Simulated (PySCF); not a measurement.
A PySCF script (with the pyscf-properties extension) for the NMR shieldings of `InChI=1S/C6H11BO3/c1-6(2)10-7-8-4-3-5-9-7/h3-7H,1-2H3`, on a GFN2-xTB geometry:

```python
import basis_set_exchange as bse
import numpy as np
from pyscf import gto, dft
from pyscf.prop import nmr

atoms = """
C    -2.106370    1.056394    0.045141
C    -1.604340   -0.343841   -0.317571
C    -2.306028   -1.414259    0.516777
O    -0.216760   -0.448718   -0.090151
B     0.725014    0.058592   -1.006678
O     1.274120    1.413131   -0.397402
C     2.228332    1.379168    0.427504
C     3.040227    0.273787    0.651825
C     2.813461   -0.842231   -0.139204
O     1.884682   -0.948112   -0.993033
H    -1.580137    1.798170   -0.550423
H    -1.912989    1.255564    1.096764
H    -3.173953    1.134842   -0.143677
H    -1.808515   -0.523055   -1.385641
H    -2.122358   -1.237244    1.573388
H    -1.918321   -2.396024    0.258876
H    -3.376441   -1.392681    0.330939
H     0.390767    0.274521   -2.123927
H     2.427173    2.312369    0.960963
H     3.844133    0.304524    1.363460
H     3.489382   -1.697953   -0.078402
"""
names = dict.fromkeys(["C", "O", "B", "H"], "pcSseg-1")
basis = {el: gto.basis.parse(bse.get_basis(n, elements=[el], fmt="nwchem")) for el, n in names.items()}
mol = gto.M(atom=atoms, basis=basis, charge=0, verbose=0)
mf = dft.RKS(mol, xc="PBE0")
mf.grids.level = 2
mf.grids.alignment = dft.numint.BLKSIZE   # the property module wants whole blocks of grid points
mf.conv_tol = 1e-9
mf.kernel()

calc = nmr.RKS(mf)   # GIAO
C = mf.mo_coeff
Co = C[:, mf.mo_occ > 0]
resp = mf.gen_response(singlet=True, hermi=2)
def vind(x):   # induced exchange potential for any number of trial vectors
    d = np.einsum("pi,xij,qj->xpq", C, 2 * x.reshape(-1, C.shape[1], Co.shape[1]), Co, optimize=True)
    return np.einsum("xpq,pi,qj->xij", resp(d - d.transpose(0, 2, 1)), C, Co, optimize=True).ravel()
mo1, _ = nmr.rhf.solve_mo1(calc, with_cphf=vind)
sigma = calc.kernel(mo1)
for i, s in enumerate(sigma):   # ppm
    print("%2d %-2s %9.2f" % (i, mol.atom_pure_symbol(i), np.trace(s) / 3))
```

**Question.** Give the expected output.

**Answer.** 
```
 0 C     157.75
 1 C     113.65
 2 C     159.49
 3 O     211.27
 4 B      98.29
 5 O       9.78
 6 C       0.68
 7 C      80.66
 8 C       2.21
 9 O      38.32
10 H      30.12
11 H      30.67
12 H      30.76
13 H      27.51
14 H      30.60
15 H      30.25
16 H      30.83
17 H      27.85
18 H      23.48
19 H      25.89
20 H      23.61
```

These numbers come from an equivalent density-fitted implementation of the same equations, which agrees with the script to about 0.01 ppm for H and up to a few tenths of a ppm for heavy atoms, so last digits may differ.

Size and cost of the density-fitted run: 225 basis functions, 96 s wall time on 1 thread of an Arm Neoverse N1, shared host; peak memory 1.1 GiB.
